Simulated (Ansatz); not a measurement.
Input and output for H₈NO₂ScSi₂, SMILES `[NH2][Sc]([O][SiH3])[O][SiH3]`.

```yaml
crystal:
  periodic: [false, false, false]
  atoms:
    - {symbol: N, position_ang: [-1.715397, -2.084573, 0.238008]}
    - {symbol: Sc, position_ang: [-0.464726, -0.565944, 0.064918]}
    - {symbol: O, position_ang: [1.366731, -0.952638, -0.251536]}
    - {symbol: Si, position_ang: [2.957299, -1.173759, -0.512894]}
    - {symbol: O, position_ang: [-1.171239, 1.188676, 0.225287]}
    - {symbol: Si, position_ang: [-1.675052, 2.731785, 0.335138]}
    - {symbol: H, position_ang: [-2.711579, -2.023127, 0.407308]}
    - {symbol: H, position_ang: [-1.479183, -3.066947, 0.174603]}
    - {symbol: H, position_ang: [3.634496, 0.122351, -0.797265]}
    - {symbol: H, position_ang: [3.601679, -1.785854, 0.682527]}
    - {symbol: H, position_ang: [3.174684, -2.077848, -1.676617]}
    - {symbol: H, position_ang: [-2.774065, 2.854316, 1.333205]}
    - {symbol: H, position_ang: [-0.560387, 3.624680, 0.758634]}
    - {symbol: H, position_ang: [-2.183262, 3.208882, -0.981327]}
basis:
  gaussian: {orbitals: def2-SVPD}
hamiltonian: {xc: {name: PBE}, dispersion: d3bj}
output: {forces: true}
```

```sh
$ ansatz run in.yaml --threads 2 --pin off --events-out ev --progress --plain --max-ram 32768MiB --backend cpu
```

Shortened log:

```
Functional definition: PBE
1902 factors; their error is unknown
mean field evaluation 1: about -42118.4048 eV, gradient 1.2e2 eV
mean field evaluation 2: about -41713.0851 eV, gradient 4.3e2 eV
mean field evaluation 4: about -42139.9342 eV, gradient 3.9e1 eV
mean field evaluation 8: about -42144.1169 eV, gradient 1.7e-1 eV
mean field evaluation 16: about -42144.0718 eV, gradient 2.1e-3 eV
mean field -42144.07178964 eV, -1548.7660719916 hartree, gradient 5.8e-5 eV, S^2 0.000000; 0 other end points of the search recorded, 0 dependent functions left out
reference -42144.07187627 eV, -1548.7660751751 hartree; 40, 40 occupied and 172, 172 virtual orbitals, 1902 factors
Total energy: -42144.35121744 eV, -1548.7763407737 hartree
Atom 0 at    -1.715397    -2.084573     0.238008 Å, force     0.272127     0.325230    -0.036901 eV/Å
Atom 1 at    -0.464726    -0.565944     0.064918 Å, force    -0.018908    -0.022023     0.001832 eV/Å
Atom 2 at     1.366731    -0.952638    -0.251536 Å, force    -1.206461     0.126808     0.199878 eV/Å
Atom 3 at     2.957299    -1.173759    -0.512894 Å, force     1.170171    -0.153332    -0.198107 eV/Å
Atom 4 at    -1.171239     1.188676     0.225287 Å, force     0.344852    -1.177296    -0.080693 eV/Å
Atom 5 at    -1.675052     2.731785     0.335138 Å, force    -0.364830     1.136825     0.087363 eV/Å
Atom 6 at    -2.711579    -2.023127     0.407308 Å, force    -0.554165     0.049773     0.094030 eV/Å
Atom 7 at    -1.479183    -3.066947     0.174603 Å, force     0.146197    -0.540663    -0.037782 eV/Å
Atom 8 at     3.634496     0.122351    -0.797265 Å, force     0.141298     0.267837    -0.057241 eV/Å
Atom 9 at     3.601679    -1.785854     0.682527 Å, force     0.129220    -0.125818     0.248704 eV/Å
Atom 10 at     3.174684    -2.077848    -1.676617 Å, force     0.040816    -0.188832    -0.240185 eV/Å
Atom 11 at    -2.774065     2.854316     1.333205 Å, force    -0.228899     0.021593     0.205816 eV/Å
Atom 12 at    -0.560387     3.624680     0.758634 Å, force     0.231639     0.185550     0.086337 eV/Å
Atom 13 at    -2.183262     3.208882    -0.981327 Å, force    -0.103057     0.094348    -0.273053 eV/Å
Dipole moment:    -0.210046    -0.255603     0.029019 e Å
```

Run time 5 s (2 threads of an AMD EPYC 7R13 on a shared host); peak host memory 0.36 GiB.
